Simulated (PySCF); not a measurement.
A simulated first-order isotropic EPR spectrum at 9.513 GHz has these lines.

| field (mT) | relative intensity |
| --- | --- |
| 330.30 | 1 |
| 330.61 | 3 |
| 330.92 | 3 |
| 331.23 | 1 |
| 347.31 | 1 |
| 347.62 | 3 |
| 347.94 | 3 |
| 348.25 | 1 |

(1) What is g?

(2) Take the pattern apart into splittings.

(3) The radical has the formula C3H3ClFSi. Propose a structure, and say which nuclei carry the couplings.

Answers

(1) The pattern is symmetric about 339.27 mT, so g = hν/(μB·B0) = 9513/(13.99624 × 339.27) = 2.0034, a shift of +1.0 × 10⁻³ from the free-electron value.

(2) The first two lines at either end are about 0.31 mT apart, which is the smallest coupling, and their intensity ratio 1:3 counts the nuclei that share it. In full: a 1:1 doublet of 17.02 mT (477 MHz), from 1 nucleus of spin 1/2; a 1:3:3:1 quartet of 0.31 mT (9 MHz), from 3 nuclei of spin 1/2. Check: Σ 2nI·a is the distance from the first to the last line, 17.95 mT.

(3) The pattern alone needn't single out one isomer; the structure behind this simulation is `F[C]1C([SiH3])=C1Cl` [radical], numbered [F:1][C:2]1[C:3]([SiH3:4])=[C:5]1[Cl:6] (hydrogens: H7, H8, H9 on Si4). 17.02 mT: 19F at F1 (1 bond from C2; computed sign +); 0.31 mT: 1H at H7/H8/H9 (γ, 3 bonds from C2; computed sign +). The Mulliken spin populations are largest on C2 (+0.76), C3 (+0.17) and F1 (+0.08). The angles at C2 add up to 306.6°, so it is pyramidal.

Method used: UKS B3LYP, pcH-1 on C Cl F H Si, non-relativistic, mean-field spin-orbit, GIAO (PySCF). Isolated species at its GFN2-xTB geometry, gas phase. A GFN2-xTB geometry isn't a minimum of the functional, and hyperfine couplings can be far from their values at a DFT geometry. No stability test was run, so a lower SCF solution isn't excluded.

Means are taken over nuclei equivalent by connectivity, which assumes that they swap fast. The three 1H nuclei of mean +8.8 MHz run from -0.5 to 15.4 MHz in the frozen geometry.

First-order positions only. To second order lines move to lower field by a²/(2B0)·[J(J+1) − M²], with J the total spin of the equivalent nuclei and M its projection: up to 0.21 mT for the 17.02 mT coupling at this field.

Rare isotopes and splittings under 0.04 mT were left out of the simulation.
